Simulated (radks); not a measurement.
Species: K4+. Configuration: [Ne] 3s2 3p3 (the NIST ground configuration).

Calculated with a radial shooting solver on a logarithmic mesh with Libxc functionals: Dirac Kohn-Sham, XLYP, spin-unpolarised, spherical densities, point nucleus; open shells fill j = l - 1/2 first.

Energy parts (eV):
part                      energy
total                 -16248.558
kinetic                16365.882
electron-nucleus      -37770.693
Hartree                 6025.717
exchange-correlation    -869.465

Orbitals (lengths in bohr, moments of r in powers of bohr):
orbital  occ.  eigenvalue (eV)      <r>
1s1/2       2        -3590.579  0.08102
2s1/2       2        -416.8198   0.3867
2p1/2       2        -345.9732   0.3476
2p3/2       4        -343.0544   0.3500
3s1/2       2         -89.3397    1.170
3p1/2       2         -71.5602    1.240
3p3/2       1         -71.1960    1.245

The highest occupied level is 3p3/2 at -71.196 eV. Summed over all electrons, <r^2> = 9.776 bohr^2, which gives a Langevin (diamagnetic) susceptibility term of -7.74 x 10^-6 cm^3/mol. For comparison, the ionisation energy in NIST's Atomic Spectra Database is 82.7 eV (semi-empirical). In exact Kohn-Sham theory the highest level is minus the ionisation energy, but local and semilocal functionals leave it too shallow, through self-interaction and a potential that decays too fast; potentials with the right tail come closer.

Beside tabulated values, note that spin-unpolarised runs miss the spin-polarisation part of the exchange energy of open shells.
